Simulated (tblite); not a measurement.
Isomers of C2H10O2Si3. Calculated harmonic vibrations of the isolated species, GFN2-xTB (tblite), most abundant isotopes, no scaling. Against measured fundamentals such values can be off by several per cent, at times by over 20. Modes of hydrogen on silicon can be 10 to 20 % off. One conformer each.

Electronic energies: GFN2-xTB at the same geometries; isomer energies are rough at this level and their order can be wrong.

```
                     SMILES  electronic energy, lowest = 0 (kcal/mol)
  O=CO[SiH2]C([SiH3])[SiH3]                                       0.0
C[Si@H]([SiH3])OC(=O)[SiH3]                                       0.6
  C[Si]([SiH3])([SiH3])OC=O                                       9.5
```

Q: How do GFN2-xTB zero-point energies change the relative energies?

A: 
```csv
SMILES,ZPE (kcal/mol),of it from modes above 1550 cm⁻¹,electronic (kcal/mol),"with ZPE, lowest = 0 (kcal/mol)",lowest mode (cm⁻¹),rings
O=CO[SiH2]C([SiH3])[SiH3],65.6,36.6,0.0,0.0,28,0
C[Si@H]([SiH3])OC(=O)[SiH3],66.8,37.9,0.6,1.8,32,0
C[Si]([SiH3])([SiH3])OC=O,67.8,38.5,9.5,11.6,25,0
```

The zero-point energies span 2.2 kcal/mol, from `O=CO[SiH2]C([SiH3])[SiH3]` to `C[Si]([SiH3])([SiH3])OC=O`. The order is unchanged.
